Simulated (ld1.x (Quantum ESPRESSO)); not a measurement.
# PBEsol PAW dataset for indium, scalar-relativistic all-electron reference.

The input file (ld1.x (Quantum ESPRESSO) 7.5):

```
&input
   title='In', zed=49., rel=1, dft='PBESOL', iswitch=3,
   config='[Kr] 4d10 5s1.75 5p1.25',
   nld=2, rlderiv=3.20, eminld=-3.0, emaxld=5.0, deld=0.02
 /
 &inputp
   pseudotype=3, lpaw=.true., tm=.true., lloc=-1, rcloc=2.30,
   nlcc=.false.,
   which_augfun='PSQ', rmatch_augfun_nc=.true.,
   file_pseudopw='In.UPF', file_wfcaegen='ae.wfc', file_wfcncgen='nc.wfc', file_beta='beta', file_chi='chi', file_wfcusgen='us.wfc'
 /
4
5S  1  0   1.75   0.00  1.90  2.35  0.0
5S  1  0   0.00   0.05  1.90  2.35  0.0
5P  2  1   1.25   0.00  2.75  2.95  0.0
5P  2  1   0.00   1.10  2.75  2.95  0.0
 &test
   configts(1)='5s1.75 5p1.25'
 /
```

Command:

```bash
ld1.x < In.in > In.out
```

The program printed (shortened: banner, matrices, multipoles, cross overlaps and the repeated all-electron block are left out):

```
Program LD1 v.7.5
     --------------------------- All-electron run ----------------------------

     In
     scalar relativistic calculation

     atomic number is 49.00
     dft =PBESOL   lsd =0 sic =0 latt =0  beta=0.20 tr2=1.0E-14
     Exchange-correlation= PBESOL
                           (   1   4  10   8   0   0   0)
     mesh =1241 r(mesh) = 100.30140 a.u. xmin = -7.00 dx = 0.01250
     1 Ry =  13.60569312 eV, c = 137.03599908

     n l     nl                  e(Ry)          e(Ha)          e(eV)
     1 0     1S 1( 2.00)     -2038.8474     -1019.4237    -27739.9323
     2 0     2S 1( 2.00)      -305.3197      -152.6599     -4154.0866
     2 1     2P 1( 6.00)      -274.0912      -137.0456     -3729.2001
     3 0     3S 1( 2.00)       -57.9441       -28.9720      -788.3693
     3 1     3P 1( 6.00)       -47.7192       -23.8596      -649.2534
     4 0     4S 1( 2.00)        -8.8158        -4.4079      -119.9446
     4 1     4P 1( 6.00)        -5.7665        -2.8833       -78.4576
     3 2     3D 1(10.00)       -31.8340       -15.9170      -433.1232
     4 2     4D 1(10.00)        -1.3975        -0.6988       -19.0142
     5 0     5S 1( 1.75)        -0.6261        -0.3131        -8.5188
     5 1     5P 1( 1.25)        -0.1991        -0.0996        -2.7095

     final scf error:  4.6E-15 reached in  28 iterations

     Etot =  -11757.815532 Ry,   -5878.907766 Ha, -159973.229930 eV

     Ekin =   12254.464639 Ry,    6127.232320 Ha,  166730.485268 eV
     Encl =  -28434.207109 Ry,  -14217.103555 Ha, -386867.096125 eV
     Eh   =    4735.478146 Ry,    2367.739073 Ha,   64429.462451 eV
     Exc  =    -313.551209 Ry,    -156.775604 Ha,   -4266.081524 eV

     normalization and overlap integrals

     s(1S/1S) =  1.000000  <r> =   0.0297  <r2> =    0.0012  r(max) =   0.0192
     s(2S/2S) =  1.000000  <r> =   0.1286  <r2> =    0.0195  r(max) =   0.1090
     s(2P/2P) =  1.000000  <r> =   0.1122  <r2> =    0.0154  r(max) =   0.0870
     s(3S/3S) =  1.000000  <r> =   0.3488  <r2> =    0.1392  r(max) =   0.3153
     s(3P/3P) =  1.000000  <r> =   0.3473  <r2> =    0.1400  r(max) =   0.3075
     s(4S/4S) =  1.000000  <r> =   0.8479  <r2> =    0.8143  r(max) =   0.7658
     s(4P/4P) =  1.000000  <r> =   0.9218  <r2> =    0.9728  r(max) =   0.8152
     s(3D/3D) =  1.000000  <r> =   0.3245  <r2> =    0.1251  r(max) =   0.2581
     s(4D/4D) =  1.000000  <r> =   1.1824  <r2> =    1.6812  r(max) =   0.9354
     s(5S/5S) =  1.000000  <r> =   2.5904  <r2> =    7.7066  r(max) =   2.1344
     s(5P/5P) =  1.000000  <r> =   3.6485  <r2> =   15.7435  r(max) =   2.8453

     ------------------------ End of All-electron run ------------------------

     --------------------- Generating PAW atomic setup --------------------

      Generating local potential from pseudized AE potential:
      Matching radius rcloc =   2.3000

      Local pseudo, rcloc= 2.301 Estimated cut-off energy=     4.67 Ry

      Computing core charge for PAW:

       r > 1.96 : true rho core
       r < 1.96 : rho core = a sin(br)/r    a=   2.45  b=   1.38

      Integrated core pseudo-charge :   4.56
      Wfc-us  5S rcutus= 2.359  Estimated cut-off energy=     8.25 Ry
      Wfc-us  5S rcutus= 2.359  Estimated cut-off energy=     9.52 Ry
      Wfc-us  5P rcutus= 2.954  Estimated cut-off energy=     8.64 Ry
      Wfc-us  5P rcutus= 2.954  Estimated cut-off energy=    12.79 Ry

     Required augmentation: PSQ   radius:    2.950000

     Q pseudized with Bessel functions
     Expected ecutrho=      56.0915 due to l1=  0   l2=  1

     Estimated PAW energy = -315.446239 Ryd

     ------------------- End of pseudopotential generation -------------------

     Computing logarithmic derivative in   3.20416
     Computing logarithmic derivative in   3.20416
     Computing the partial wave expansion
     R is outside the sphere for l=    0 j= 0.00
     R is outside the sphere for l=    0 j= 0.00
     R is outside the sphere for l=    1 j= 0.00
     R is outside the sphere for l=    1 j= 0.00

     ---------------------- Testing the pseudopotential ----------------------

     In
     scalar relativistic calculation

     atomic number is 49.00   valence charge is  3.00
     dft = SLA  PW   PSX  PSC   lsd =0 sic =0 latt =0  beta=0.20 tr2=1.0E-14
     mesh =1241 r(mesh) = 100.30140 xmin = -7.00 dx = 0.01250

     n l     nl             e AE (Ry)        e PS (Ry)    De AE-PS (Ry)
     1 0     5S   1( 1.75)       -0.62612       -0.62577       -0.00035
     2 1     5P   1( 1.25)       -0.19914       -0.19874       -0.00040

     eps = 8.5E-15  iter = 80

     Etot =  -11757.815532 Ry,   -5878.907766 Ha, -159973.229930 eV
     Etotps =  -315.445284 Ry,    -157.722642 Ha,   -4291.851729 eV

     Ekin =      10.702680 Ry,       5.351340 Ha,     145.617377 eV
     Encl =     -15.308713 Ry,      -7.654357 Ha,    -208.285655 eV
     Ehrt =       2.710165 Ry,       1.355082 Ha,      36.873668 eV
     Ecxc =    -313.549415 Ry,    -156.774707 Ha,   -4266.057118 eV

     ---------------------- End of pseudopotential test ----------------------
```

Generation and configuration tests took about 10 s on one core of a shared server CPU.
